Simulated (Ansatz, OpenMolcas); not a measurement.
## How basis sets differ on C2H4AlFO (SMILES C=C[O][AlH][F])

The species is C2H4AlFO (9 atoms), meant as a singlet with charge 0. As SMILES, `C=C[O][AlH][F]`. The coordinates come from a PBE0-D4/def2-TZVP relaxation. This is one conformer, not always the lowest.

```xyz
9

C    -1.5620   -0.3601    1.1039
C    -0.7280   -0.3129    0.0755
O     0.4903    0.2565    0.1396
Al    1.8008    0.5193   -0.8848
F     3.0876    1.3016   -0.2350
H    -1.2977    0.0653    2.0641
H    -2.5277   -0.8322    0.9885
H    -0.9990   -0.7431   -0.8888
H     1.8243    0.0592   -2.3803
```

Quantity: the HOMO–LUMO gap, in eV. The values are calculated.

| level | kind | program | value (eV) | CPU time |
| --- | --- | --- | --- | --- |
| HF/ANO-R0 (sfX2C) | Hartree–Fock | OpenMolcas | 11.69 | 5.3 s |
| HF/ANO-S-MB | Hartree–Fock | OpenMolcas | 12.20 | 2.6 s |
| HF/STO-3G | Hartree–Fock | OpenMolcas | 15.31 | 5.1 s |
| HF/3-21G | Hartree–Fock | OpenMolcas | 11.36 | 5.9 s |
| HF/6-31G | Hartree–Fock | Ansatz | 11.13 | 1.5 s |
| HF/def2-SVP | Hartree–Fock | Ansatz | 11.66 | 2.5 s |

The values span 11.13 to 15.31 eV. A Hartree–Fock LUMO above zero doesn't converge with the basis: it sinks as sets grow more diffuse. Orbital gaps aren't excitation energies. Times are those of the runs behind each value, whatever else they computed, on shared processors of several kinds: orders of magnitude only.
